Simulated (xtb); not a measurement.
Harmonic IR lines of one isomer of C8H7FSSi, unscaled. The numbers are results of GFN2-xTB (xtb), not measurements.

wavenumber (cm⁻¹): 485 (w), 527 (w), 569 (w), 612 (w), 667 (vw), 769 (s), 789 (vs), 849 (w), 981 (m), 1069 (vw), 1227 (w), 1301 (w), 1434 (w), 1519 (w), 1583 (m), 2258 (s), 2277 (vs)

Problem. Name which structure gives these lines.
(A) `Fc1cc2ccc([SiH3])cc2s1`
(B) `Fc1cc([SiH3])c2ccsc2c1`
(C) `Fc1cc2sccc2cc1[SiH3]`
(D) `Fc1cc2ccsc2cc1[SiH3]`

Solution. C, `Fc1cc2sccc2cc1[SiH3]`
